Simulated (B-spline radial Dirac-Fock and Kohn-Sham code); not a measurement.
## Dipole and non-dipole photoemission parameters of Sc 1s

System: atomic scandium in the configuration [Ar] 3d1 4s2; threshold 4492.0 eV (tabulated edge). The computed values come from a radial B-spline solver: Dirac-Hartree-Slater photoionisation with a Latter tail; cross sections with all multipoles, angular parameters from the dipole term and its interference with E2.

Input of the calculation (task.json; shells as n, l, electrons):

```json
{"items": [{
  "Z": 21,
  "q": 0,
  "cfg": [[1, 0, 2], [2, 0, 2], [2, 1, 6], [3, 0, 2], [3, 1, 6], [3, 2, 1], [4, 0, 2]],
  "A": 45,
  "rrms": 3.5459,
  "do": "xps",
  "hv": [60, 62.3, 71.3, 99.9, 116.0, 125.0, 150, 190.0, 227.0, 248.0, 377.0, 576.0, 1220.0, 1253.6, 1290.0, 1550.0, 1670.0, 1960.0, 2984.4, 3500.0, 4000, 4070.0, 4700.0, 5760.0, 8047.8, 9251.7, 9400.0, 9680.0, 10900.0, 12000],
  "edges": {"K": 4492.0, "L1": 498.0, "L2": 403.6, "L3": 398.7}
}]}
```

Run with: `python xray2_run.py task.json out`

| hν (eV) | σ (kb) | β | γ |
| --- | --- | --- | --- |
| 4700 | 49.4 | 2.000 | -0.104 |
| 5760 | 29.4 | 2.000 | 0.510 |
| 8047.8 | 12.1 | 2.000 | 1.144 |
| 9251.7 | ? | ? | ? |
| 9400 | 7.94 | 2.000 | 1.410 |
| 9680 | 7.33 | 2.000 | 1.460 |
| 10900 | 5.27 | 2.000 | 1.662 |
| 12000 | 4.02 | 1.999 | 1.828 |

Question: Give the values at Ga Kα (9251.7 eV).

Answer: σ = 8.30 kb, β = 2.000, γ = 1.383. For an s subshell δ is negligible.
